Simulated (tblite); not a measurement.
Compound: C₅H₉F₃N₂.
Atom-mapped SMILES: `[CH3:1][CH:2]([CH3:3])/[C:4](=[N:5]\[NH2:6])[C:7]([F:8])([F:9])[F:10]` (hydrogens: H11, H12, H13 on C1; H14 on C2; H15, H16, H17 on C3; H18, H19 on N6)

Structure used (GFN2-xTB), in Å, numbered top down from 1:
```
atom  x, y, z in Å
C1    -1.800    0.429    0.431
C2    -0.581   -0.422    0.083
C3    -0.675   -0.954   -1.354
C4     0.729    0.311    0.265
N5     1.853   -0.184    0.605
N6     2.067   -1.471    0.817
C7     0.785    1.790   -0.013
F8     0.201    2.124   -1.180
F9     2.035    2.256   -0.074
F10    0.159    2.526    0.930
H11   -1.911    1.260   -0.261
H12   -1.720    0.826    1.441
H13   -2.697   -0.183    0.372
H14   -0.567   -1.283    0.767
H15   -1.570   -1.562   -1.467
H16    0.194   -1.561   -1.598
H17   -0.727   -0.127   -2.057
H18    1.296   -2.116    0.966
H19    2.922   -1.650    1.319
```

Calculated harmonic vibrations of the isolated species, GFN2-xTB (tblite), most abundant isotopes, no scaling. Against measured fundamentals such values can be off by several per cent, at times by over 20. One conformer, not necessarily the lowest.

Harmonic wavenumbers (cm⁻¹): 48.1, 65.9, 149.2, 172.1, 195.2, 221.4, 244.6, 266.1, 293.2, 353.7, 377.4, 398.4, 448.0, 472.9, 488.1, 534.8, 550.2, 617.4, 648.5, 715.4, 927.8, 952.0, 989.5, 995.2, 1018.9, 1063.9, 1122.6, 1137.0, 1145.0, 1195.7, 1234.6, 1271.8, 1292.6, 1340.1, 1408.6, 1425.4, 1461.9, 1490.7, 1495.3, 1503.3, 1509.7, 1699.7, 2882.1, 3029.5, 3033.1, 3034.8, 3043.2, 3051.9, 3058.1, 3304.6, 3469.7.

A = 1511, B = 1244, C = 887.5 MHz; mass 154.072 u (most abundant isotopes); point group C1, symmetry number 1.

What is the zero-point energy?

Half the sum of the wavenumbers: 31424 cm⁻¹ = 89.85 kcal/mol.

What is S at 500 K and 1 bar for an ideal gas of classical rigid rotors and harmonic oscillators?

Translation 43.60, rotation 31.19, vibration 54.22: S = 129.0 cal/(mol K).

And Cp and H(500 K) − H(0)?

Cp = 60.46 cal/(mol K), of which vibrations give 52.51 (their classical limit is 51 R = 101.3); H(500 K) − H(0) = 18.08 kcal/mol without the zero-point energy, 14.11 from vibrations.

Blend soft modes into free rotors: weight 1/[1 + (100 cm⁻¹/ν̃)⁴] for the oscillator and the rest for a rotor with moment μB/(μ + B), μ = h/(8π²ν), B = 10⁻⁴⁴ kg m². What vibrational entropy results?

51.00 cal/(mol K) in place of 54.22, which changes −T·S at 500 K by +1.61 kcal/mol.

What must be added to the electronic energy to get the Gibbs energy at 500 K and 1 bar?

ZPE + [H(500 K) − H(0)] − T·S = 89.85 + 18.08 − 64.51 = 43.42 kcal/mol.

Which modes carry the vibrational entropy at 500 K?

48.1 cm⁻¹: 5.92; 65.9 cm⁻¹: 5.29; 149.2 cm⁻¹: 3.68; 172.1 cm⁻¹: 3.40; 195.2 cm⁻¹: 3.16; 221.4 cm⁻¹: 2.92 cal/(mol K); the other 45 give 29.85 together.

Hindered rotation and anharmonicity are outside this model. Other conformers, if any are populated, would add a mixing term that is left out. The structure is chiral; the term R ln 2 for an equal mix with its mirror image is left out.

Hardware: one thread, AMD EPYC 9R45 (x86_64) (shared host). Cost: 0.45 s. This covers the Hessian and the dipole derivatives.
